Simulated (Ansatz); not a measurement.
Energy profile

The step: BNH₄ ([BH2][NH2]) + AsH₃ → BAsH₄ ([BH2][AsH2]) + NH₃ (still joined by a long B–N bond); bonds formed: B1–As6, N2–H5; bonds broken: H5–As6; bonds weakened to dative contacts: B1–N2 (atoms numbered as in the saddle structure below).

```json
{"atom": "B1", "x (Å)": "0.3625", "y (Å)": "0.2157", "z (Å)": "-0.8558"}
{"atom": "N2", "x (Å)": "-0.4045", "y (Å)": "1.2629", "z (Å)": "-0.0415"}
{"atom": "H3", "x (Å)": "1.5475", "y (Å)": "0.3772", "z (Å)": "-0.9120"}
{"atom": "H4", "x (Å)": "-0.2176", "y (Å)": "-0.2178", "z (Å)": "-1.8093"}
{"atom": "H5", "x (Å)": "-0.2258", "y (Å)": "-0.0379", "z (Å)": "0.4693"}
{"atom": "As6", "x (Å)": "0.3906", "y (Å)": "-1.7518", "z (Å)": "0.3931"}
{"atom": "H7", "x (Å)": "-1.3425", "y (Å)": "1.5132", "z (Å)": "-0.3054"}
{"atom": "H8", "x (Å)": "0.0973", "y (Å)": "1.9985", "z (Å)": "0.4266"}
{"atom": "H9", "x (Å)": "-1.0472", "y (Å)": "-1.9981", "z (Å)": "0.8376"}
{"atom": "H10", "x (Å)": "0.8397", "y (Å)": "-1.3620", "z (Å)": "1.7973"}
```

Electronic energies by CCSD(T) at an estimated basis limit (MP2 extrapolated from triple and quadruple zeta, plus CCSD(T) − MP2 in triple zeta), on PBE0-D4/def2-TZVP structures; BAsNH$_{7}$, closed shell; no counterpoise correction. Computed with Ansatz 0.2.0 (basis: def2-TZVPP and def2-QZVPP); correlated methods freeze the cores. Filled d shells of the heavier atoms are correlated. The def2 sets are not built for correlating such inner shells, so the correlated values are less sure here. Extrapolation: Hartree–Fock as exp(−7.88 √X), correlation as X^−2.97.

Task: Give the profile in eV, counted from the separated reactants. (Judge from chemistry; the value comes from the calculation.)

Result: Computed:
```csv
point,eV
"separated: BNH$_{4}$ (linked as [BH2][NH2]; B1, N2, H3, H4, H7, H8; singlet) + AsH$_{3}$ (H5, As6, H9, H10; singlet)",0.000
start structure,-0.060
saddle,1.671
end structure,-0.106
"separated: BAsH$_{4}$ (linked as [BH2][AsH2]; B1, H3, H4, As6, H9, H10; singlet) + NH$_{3}$ (N2, H5, H7, H8; singlet)",1.233
```

No T1 diagnostic of these runs exceeds 0.014.

For scale, one of the runs: CCSD(T)/def2-TZVPP, 208 basis functions, launched by `ansatz run in.yaml --threads 4 --pin off --events-out ev --progress --plain --max-ram 9574MiB`. Time: 67 s of wall clock on 4 CPU threads of an Arm Neoverse V2; the host was shared. Peak host memory: 2.9 GiB.
